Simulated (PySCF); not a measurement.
AlGe₂H₇, SMILES [GeH3][AlH][GeH3].

Geometry optimised at r2SCAN-D4/def2-SVP. The structure was generated by enumeration; whether it is a known compound was not checked.

Two levels are set side by side: TDA-PBE/def2-SVPD (PySCF) and TDA-LC-ωPBE/def2-SVPD (PySCF). Vertical, same geometry. The lowest singlet is HOMO→LUMO 99 % with PBE and HOMO→LUMO 97 % with the other functional; states are paired by order. Differences are taken from unrounded values.

```tsv
quantity	TDA-LC-ωPBE
lowest singlet excitation (eV)	4.08
lowest triplet excitation (TDA) (eV)	3.42
first bright state (f over 0.05) (eV)	6.67
its oscillator strength	0.40
```

### Question
What does TDA-PBE give, and how far is it from TDA-LC-ωPBE? (Estimate from the structure and the level; the computed values follow.)

### Answer

```json
[
 {"quantity": "lowest singlet excitation (eV)", "TDA-PBE": "3.44", "TDA-PBE minus TDA-LC-ωPBE": "-0.64"},
 {"quantity": "lowest triplet excitation (TDA) (eV)", "TDA-PBE": "2.95", "TDA-PBE minus TDA-LC-ωPBE": "-0.46"},
 {"quantity": "first bright state (f over 0.05) (eV)", "TDA-PBE": "5.65", "TDA-PBE minus TDA-LC-ωPBE": "-1.02"},
 {"quantity": "its oscillator strength", "TDA-PBE": "0.29", "TDA-PBE minus TDA-LC-ωPBE": "-0.10"}
]
```

Functionals without exact exchange tend to place singlet excitations lower, as here. Differences between two approximate levels are no errors against the true value.

Rough cost on one machine, each run with all the roots and properties that it gave: TDA-LC-ωPBE against TDA-PBE about 3 times.
